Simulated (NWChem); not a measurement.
Program: NWChem. System: phosphoric acid (H₃O₄P), charge 0, spin multiplicity 1, at a geometry optimised with PBE0/def2-SVP. Level: MP2/def2-TZVP, 9 core orbitals frozen.

Job file:

```
start mol
memory heap 200 mb stack 900 mb global 1100 mb
geometry units angstroms nocenter noautoz noautosym
  O      0.487552     0.090537     1.474564
  P      0.089598    -0.002356    -0.077091
  O      1.207925    -0.031676    -1.039264
  O     -0.893101    -1.270728    -0.088623
  O     -0.944591     1.215587    -0.224343
  H      1.269674     0.644122     1.595404
  H     -0.401859    -2.083528    -0.264166
  H     -1.074071     1.444985    -1.153532
end
basis spherical
  * library def2-tzvp
end
scf
  rhf
  nopen 0
  maxiter 100
  thresh 1e-7
  semidirect memsize 60000000 filesize 0
end
mp2
  freeze core 9
end
task mp2 energy
```

Part of the output:

```
             Northwest Computational Chemistry Package (NWChem) 7.3.0
             --------------------------------------------------------

                                NWChem Input Module
                                -------------------

 Scaling coordinates for geometry "geometry" by  1.889725989
 (inverse scale =  0.529177249)

                             Geometry "geometry" -> ""
                             -------------------------

 Output coordinates in angstroms (scale by  1.889725989 to convert to a.u.)

  No.       Tag          Charge          X              Y              Z
 ---- ---------------- ---------- -------------- -------------- --------------
    1 O                    8.0000     0.48755200     0.09053700     1.47456400
    2 P                   15.0000     0.08959800    -0.00235600    -0.07709100
    3 O                    8.0000     1.20792500    -0.03167600    -1.03926400
    4 O                    8.0000    -0.89310100    -1.27072800    -0.08862300
    5 O                    8.0000    -0.94459100     1.21558700    -0.22434300
    6 H                    1.0000     1.26967400     0.64412200     1.59540400
    7 H                    1.0000    -0.40185900    -2.08352800    -0.26416600
    8 H                    1.0000    -1.07407100     1.44498500    -1.15353200

 Effective nuclear repulsion energy (a.u.)     278.8521860672

            Nuclear Dipole moment (a.u.)
            ----------------------------
        X                 Y               Z
 ---------------- ---------------- ----------------
    -0.0000113384    -0.0000018897     0.0000245664


 Summary of "ao basis" -> "" (spherical)
 ------------------------------------------------------------------------------
       Tag                 Description            Shells   Functions and Types
 ---------------- ------------------------------  ------  ---------------------
 *                         def2-tzvp                  on all atoms

 Summary of "ao basis" -> "ao basis" (spherical)
 ------------------------------------------------------------------------------
       Tag                 Description            Shells   Functions and Types
[...]
  Active beta occupied  =     16
  Active alpha virtual  =    154
  Active beta virtual   =    154
  Use MO symmetry       = F
  Use skeleton AO sym   = F

  AO/Fock/Back tols     =   1.0D-09  1.0D-09  1.0D-09

 GA uses MA = F    GA memory limited = T

 Available:
  local mem=  1.26D+08
 global mem=  1.44D+08
 local disk=  0.00D+00
  mp2_memr nvloc                   154
  nvloc new                   154
   1 passes of  16:        5242880                     188514                 131021802.
   1 passes of  16: M    126147941           G      144115118           F     120905061.
  mp2_memr nvloc                   154
  nvloc new                   154
   2 passes of   8:        5242880                     126939                  65538291.
   2 passes of   8: M    126147941           G      144115118           F     120905061.

 Semi-direct pass number   1 of   2  for RHF alpha+beta  at      134.0s
  vrange nnbf                 15633
  mp2_eaftype                   250  avail_ma_in_mb                  1099
 EAF : mp2_eaftype filesize         250   32769146.
  mp2_eaf for mointskh                    250
Node 0 wrote    154.1 Mb in      0.2 s     Agg I/O rate:   710.2 Mb/s
 Done moints_semi at      165.2s
  mp2_eaftype                   250  avail_ma_in_mb                   849
 EAF : mp2_eaftype filesize         250   32769146.
  mp2_eaf for kh                   250
 Done maket at      166.6s
 Semi-direct pass number   2 of   2  for RHF alpha+beta  at      166.6s
  vrange nnbf                 15633
  mp2_eaftype                   250  avail_ma_in_mb                   849
 EAF : mp2_eaftype filesize         250   32769146.
  mp2_eaf for mointskh                    250
Node 0 wrote    154.1 Mb in      0.1 s     Agg I/O rate:  1128.3 Mb/s
 Done moints_semi at      191.8s
  mp2_eaftype                   250  avail_ma_in_mb                   849
 EAF : mp2_eaftype filesize         250   32769146.
  mp2_eaf for kh                   250
 Done maket at      192.7s
 Done multipass loop at      192.7s

          -------------------------------------------
          SCF energy                -642.233856593295
          Correlation energy          -1.092486494975
          Singlet pairs               -0.662116013350
          Triplet pairs               -0.430370481625
          Total MP2 energy          -643.326343088270
          -------------------------------------------

          ---------------------------------------------------
                    Spin Component Scaled (SCS) MP2
          Same spin pairs                     -0.286913654417
          Same spin scaling factor             0.333333333333
          Opposite spin pairs                 -0.805572840559
          Opposite spin scaling fact.          1.200000000000
          SCS-MP2 correlation energy          -1.062325293476
          Total SCS-MP2 energy              -643.296181886771
          ---------------------------------------------------

 -----------------------
 Performance information
 -----------------------

 Timer overhead =  1.37D-07 seconds/call

               Nr. of calls         CPU time (s)                 Wall time (s)                GFlops
             ---------------    -------------------     ------------------------------   -------------------
Name         Min   Avg   Max    Min     Avg     Max     Min     Avg     Max   Mx/calls   Min     Max     Sum
mp2: moin     2     2     2    56.     56.     56.      56.     56.     56.     28.      0.0     0.0     0.0
mp2: make     2     2     2    2.3     2.3     2.3      2.3     2.3     2.3     1.1      0.0     0.0     0.0
mp2: tota     1     1     1    59.     59.     59.      59.     59.     59.     59.      0.0     0.0     0.0

 The average no. of pstat calls per process was 5.00D+00
 with a timing overhead of 6.87D-07s

 Task  times  cpu:      192.6s     wall:      192.6s

 Total times  cpu:      192.7s     wall:      192.7s
```
